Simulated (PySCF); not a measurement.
A calculated (B97-3, PySCF 2.14, x2c-TZVPPall, the spin-free X2C one-electron Hamiltonian (Gaussian nucleus)) atom or ion has these occupied shells.

```csv
shell,electrons,orbital energy (eV),"rms radius, mean of both spins (bohr)"
1s,2,-25388.0,0.0357
2s,2,-3769.9,0.146
2p,6,-3381.8,0.130
3s,2,-707.79,0.394
3p,6,-579.40,0.395
3d,10,-376.49,0.377
4s,2,-109.00,0.974
4p,6,-71.273,1.08
4d,10,-17.538,1.52
```

Q: Name the element and its charge.

A: Ag⁺ (silver, charge +1), in [Kr] 4d10, closed-shell 1S.
